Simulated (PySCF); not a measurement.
## Computed properties of N-dimethylsilylethanamine (C₄H₁₃NSi), SMILES C[SiH](NCC)C

C4H13NSi, SMILES N(CC)[SiH](C)C. Geometry optimised at PBE0-D3(BJ)/def2-SVP. Other conformers were not sampled. All values are computed for the isolated molecule unless a solvent is named; none is compared with measurement here.

**Structure.** All 51 harmonic modes at PBE0-D3(BJ)/def2-SVP (PySCF) are real, so it is a minimum. With heavy atoms numbered as in [CH3:1][CH2:2][NH:3][SiH:4]([CH3:5])[CH3:6], the shortest bond between them is C2–N3 at 1.444 Å and the longest Si4–C6 at 1.884 Å.

**Vibrations.** The strongest infrared lines (harmonic, unscaled, degenerate partners summed) lie at 911 cm⁻¹ (173 km/mol, H 71 %, Si 13 %, C 13 %), 2211 cm⁻¹ (164 km/mol, H 97 %), 891 cm⁻¹ (146 km/mol, H 78 %, Si 11 %, C 10 %). The softest mode is at 36 cm⁻¹ and the zero-point energy is 103.7 kcal/mol.

**Electronic structure.** ωB97X/def2-TZVP (PySCF) places the frontier levels at -8.83 and 2.84 eV, a gap of 11.67 eV, and gives a dipole moment of 0.78 D. PBE/def2-TZVP (PySCF) at the same geometry gives -5.09 and 0.12 eV, so its gap is 6.46 eV narrower. An orbital gap is neither the optical nor the fundamental gap.

**Excitations.** TDA-PBE0/def2-SVPD (PySCF) has S1 at 5.81 eV (214 nm, f = 0.026, weak); the most intense of the 6 singlets computed lies at 7.43 eV (f = 0.05). T1 (TDA) is at 5.61 eV, 0.20 eV under S1. TDA-PBE/def2-SVPD (PySCF) puts S1 at 4.99 eV. No vertical singlet excitation falls in the visible range (under 3.1 eV).

**NMR.** GIAO shifts at B3LYP/pcSseg-1 (PySCF) (non-relativistic, atoms alike by connectivity averaged): ¹³C from 2.0 to 42.3 ppm against TMS; ¹H from 0.4 to 4.8 ppm against TMS; ²⁹Si at -14.2 ppm against TMS.
